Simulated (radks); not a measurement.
Species: B II. Configuration: [He] 2s2. Method: scalar-relativistic Kohn-Sham, r2SCAN, spin-polarised, spherical densities, finite nucleus; meta-GGA in the generalised Kohn-Sham scheme; Fermi nuclear charge, rms radius 2.406 fm; computed with a radial shooting solver on a logarithmic mesh with Libxc functionals.

Unscreened Slater integrals over Kohn-Sham orbitals (hartree). They are taken over the spin-up orbitals.

integral,value
"F0(2s,2s)",0.50671
"F0(2s,1s)",0.70884
"G0(2s,1s)",0.050354
"F0(1s,1s)",2.8829
